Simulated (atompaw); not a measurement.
# Pseudopotential generation for Ta: PAW (atompaw), PBE, scalar-relativistic.

atompaw 4.2.0.5 was run on this input:

```
Ta 73
GGA-PBE scalarrelativistic loggrid 2001 logderivrange -5 5 251
6 6 5 4 0 0
6 0 1.75
6 1 0.25
5 2 3
0 0 0
c
c
c
c
c
v
c
c
c
v
v
c
c
v
c
2
3.00 2.90 2.50 2.30
y
1.9
n
n
y
4.9
n
custom rrkj gramschmidtortho sinc
3 0 troulliermartins
2.85
3.00
1.55
3.00
3.00
3.00
PWSCFOUT
UPFDX 0.0125d0 UPFXMIN -7.d0 UPFZMESH 73.d0
END
```

Command:

```bash
atompaw < Ta.input > Ta.log
```

Output (summary file):

```
Completed calculations for Ta (AE)

 Exchange-correlation type: GGA, Perdew-Burke-Ernzerhof

 Radial integration grid is logarithmic
 r0 =   9.3554737E-05 h =   6.8294958E-03   n =      2001 rmax =   8.0000000E+01

 Scalar relativistic calculation

 AEatom converged in  47 iterations
   nz     =  73.00
   delta  =       5.855623193179E-15

 All Electron Orbital energies:
  n  l      occupancy      energy
  1  0      2.0000000E+00 -4.9517906E+03
  2  0      2.0000000E+00 -8.5078418E+02
  3  0      2.0000000E+00 -1.9492314E+02
  4  0      2.0000000E+00 -3.9765186E+01
  5  0      2.0000000E+00 -5.3948334E+00
  6  0      1.7500000E+00 -4.1912976E-01
  2  1      6.0000000E+00 -7.4550565E+02
  3  1      6.0000000E+00 -1.6361549E+02
  4  1      6.0000000E+00 -2.9497246E+01
  5  1      6.0000000E+00 -2.9250754E+00
  6  1      2.5000000E-01 -1.1680671E-01
  3  2      1.0000000E+01 -1.2710997E+02
  4  2      1.0000000E+01 -1.6360082E+01
  5  2      3.0000000E+00 -2.8914644E-01
  4  3      1.4000000E+01 -1.8448647E+00

 Total energy
   Total                    :   -31209.04380489707910

 ---
 Completed calculations for Ta (SC)

 Exchange-correlation type: GGA, Perdew-Burke-Ernzerhof

 Radial integration grid is logarithmic
 r0 =   9.3554737E-05 h =   6.8294958E-03   n =      2001 rmax =   8.0000000E+01

 Scalar relativistic calculation

 SCatom converged in   5 iterations
   nz     =  73.00
   delta  =       1.438861881582E-14

 Valence Electron Orbital energies:
  n  l      occupancy      energy
   6  0      1.7500000E+00 -4.1912976E-01
   5  1      6.0000000E+00 -2.9250754E+00
   6  1      2.5000000E-01 -1.1680670E-01
   5  2      3.0000000E+00 -2.8914644E-01

 Total energy
   Total                    :   -31209.04380485156071
   Valence                  :     -690.71293869227725

 PAW parameters:
       lmax =            2
         rc =    3.0157205243774672
        irc =         1521
   rc_shape =    2.9144765273332829
    rc_vloc =    2.5078758304909070
    rc_core =    2.3105347150828042
   Vloc: Norm-conserving Troullier-Martins with l= 3;e=   0.0000E+00
   Projector type: RRKJ pseudization + Gram-Schmidt ortho.
   Sinc^2 compensation charge shape zeroed at   2.9145E+00

 Number of basis functions     6
 No.   n  nodes  l      Energy         Cp coeff         Occ
  1    6    5    0   -0.4191298E+00  0.1000000E+01  0.1750000E+01
  2  999    6    0    0.1900000E+01  0.4238786E-01  0.0000000E+00
  3    5    3    1   -0.2925075E+01  0.1000000E+01  0.6000000E+01
  4    6    4    1   -0.1168067E+00  0.7804012E+00  0.2500000E+00
  5    5    2    2   -0.2891464E+00  0.1000000E+01  0.3000000E+01
  6  999    3    2    0.4900000E+01 -0.1421154E+01  0.0000000E+00

 Eigenvalues of overlap operator (in the basis of projectors):
    1        2.86439199E-02
    2        5.41135651E-02
    3        4.05744518E-01
    4        2.49977570E+00
    5        6.89864625E+01
    6        1.08329176E+03

 Orbital leakage outside PAW augmentation regions
   orb  is_core?  %out_of_sphere
   1 0    T           0.00
   2 0    T           0.00
   3 0    T           0.00
   4 0    T           0.00
   5 0    T           0.03
   6 0    F          53.87
   2 1    T           0.00
   3 1    T          -0.00
   4 1    T           0.00
   5 1    F           0.34
   6 1    F          85.46
   3 2    T           0.00
   4 2    T           0.00
   5 2    F          19.27
   4 3    T           0.02

 Summary of PAW energies
   Total valence energy     :   -690.70433610343628
   Smooth energy            :    -15.75164325581461
   One center               :   -674.95269284762162
   Smooth kinetic           :     33.01338913145469
   Vloc energy              :    -38.12072293725792
   Smooth exch-corr         :    -11.83766629624455
   One-center xc            :   -618.30192253445523
```

Note: ghost state, extra bound levels that the all-electron valence spectrum of the same l lacks: s at -64.7 eV. A true bound ghost makes a file unfit for plane-wave use.

The run took about 18 s on one core of a shared server CPU.
